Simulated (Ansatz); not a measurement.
Reaction (cleavage of the Si–Si bond): `[AlH2][SiH2][SiH2][GaH2]` + `[CH3][AlH][OH]` → `[CH3][AlH][O][SiH2][GaH2]` + `[AlH2][SiH3]`

Gas-phase electronic energies from Ansatz, PBE0-D4/def2-TZVP geometries. CBS: MP2 limit from def2 TZ/QZ plus the TZ coupled-cluster correction, frozen cores. This one scheme is used for every species. Functionals use def2-TZVPP. For Ga outer-core shells are correlated without core-valence functions, which leaves a few kJ/mol of doubt a bond. Scalar relativity is left out up to krypton. Each species was taken in one conformer, which may not be the lowest.

| species | PBE energy (Eh) |
| --- | --- |
| `[AlH2][SiH2][SiH2][GaH2]` | -2750.31937 |
| `[CH3][AlH][OH]` | -358.60095 |
| `[CH3][AlH][O][SiH2][GaH2]` | -2574.33259 |
| `[AlH2][SiH3]` | -534.60574 |

Work out ΔE.

ΔE = (-2574.33259) + (-534.60574) − (-2750.31937) − (-358.60095) = -0.01801 Eh = -47.3 kJ/mol. CCSD(T)/CBS gives -70.4 kJ/mol.

Largest T1 diagnostic among the species: 0.014.

In def2-TZVPP, CCSD(T) changes the Hartree–Fock value by +38.7 kJ/mol (the triples alone add +6.5 kJ/mol) and MP2 by +37.4 kJ/mol. Leaving LDA and LC-ωPBE aside and taking each functional with its dispersion term where it has one, the values, not all of them listed here, spread over 41.2 kJ/mol, from BHLYP-D4 to PBE-D4.
